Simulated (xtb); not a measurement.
Se(Br)(OH) (BrHOSe), SMILES O[Se]Br. All values are semi-empirical tight-binding results from xtb (GFN2-xTB unless named), good for trends rather than for accurate numbers. Geometry optimised at GFN2-xTB. Other conformers were not sampled.

Computed properties:
```yaml
orbital_gap: 2.88 eV
zero_point_energy: 8.4 kcal/mol
G − E(el) at 298.15 K (modified RRHO): -10.1 kcal/mol
static polarisability (D4 model): 55.9 bohr³
solvation energy, GFN2-xTB/ALPB(water): -3.8 kcal/mol
solvation energy, GFN2-xTB/ALPB(ether): -6.7 kcal/mol
```
